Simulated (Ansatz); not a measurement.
`[CH3][InH][Br]` + `C[NH][InH2]` → `C[N](C)[InH2]` + `[Br][InH2]`  (substitution at a C–In bond)

Calculated with Ansatz (gas phase, PBE0-D4/def2-TZVP geometries, no zero-point term in ΔE). CCSD(T)/CBS is the MP2 limit (def2-TZVPP, def2-QZVPP) plus CCSD(T) − MP2 in def2-TZVPP, frozen cores. def2 core potentials past Kr. For Br, In outer-core shells are correlated without core-valence functions, which leaves a few kJ/mol of doubt a bond. Scalar relativity is left out up to krypton.

```csv
species,CCSD(T)/CBS(def2) energy (Eh)
`[CH3][InH][Br]`,-2803.63750
`C[NH][InH2]`,-286.14916
`C[N](C)[InH2]`,-325.40049
`[Br][InH2]`,-2764.36342
```

Question: Work out ΔE.

Answer: ΔE = (-325.40049) + (-2764.36342) − (-2803.63750) − (-286.14916) = 0.02275 Eh = +59.7 kJ/mol.

Largest T1 diagnostic among the species: 0.017.

Leaving LDA and LC-ωPBE aside and taking each functional with its dispersion term where it has one, the values, not all of them listed here, spread over 13.6 kJ/mol, from B97M-V to B2PLYP. LDA lies −12.8 kJ/mol from PBE without D4. From BLYP to BHLYP (50 % exact exchange), in def2-TZVPP and without D4, ΔE moves by −3.0 kJ/mol.
